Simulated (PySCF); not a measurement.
## Relaxation of doublet PdCl3

Computed with PySCF, UPBE0, basis Pd def2-SVP with ECP28, Cl def2-SVP (scalar-relativistic core potentials, no spin–orbit coupling, density fitting). A (50,194) grid was used.

A hand-made T-shaped start, of C2v symmetry, held to at least that symmetry:

Coordinates in bohr (charge 0 multiplicity 2):
```
Pd    0.0000    0.0000   -0.7344
Cl    0.0000    0.0000    3.4041
Cl    4.1360    0.0000   -0.5900
Cl   -4.1360    0.0000   -0.5900
```

Optimiser trace:
```csv
step,E − E(last) (kJ/mol),largest gradient (Eh/bohr)
0,12.33,0.01836
1,3.93,0.00775
2,0.34,0.00218
3,0.05,0.00134
4,0.00,0.00037
5,0.00,0.00010
```

It ends at C2v with Pd–Cl 2.214 Å (×2), Pd–Cl 2.237 Å; Cl–Pd–Cl 93.5° (×2), Cl–Pd–Cl 173.0° (after a last refinement on a finer grid). A frequency run shows a minimum.

Final geometry:
```xyz
4
charge 0 multiplicity 2, angstrom
Pd    0.0000    0.0000   -0.3257
Cl    0.0000    0.0000    1.9111
Cl    2.2102    0.0000   -0.4619
Cl   -2.2102    0.0000   -0.4619
```

With open d or f shells other occupations or spin states may lie lower.

The relaxation took about 60 core-seconds on a shared host.
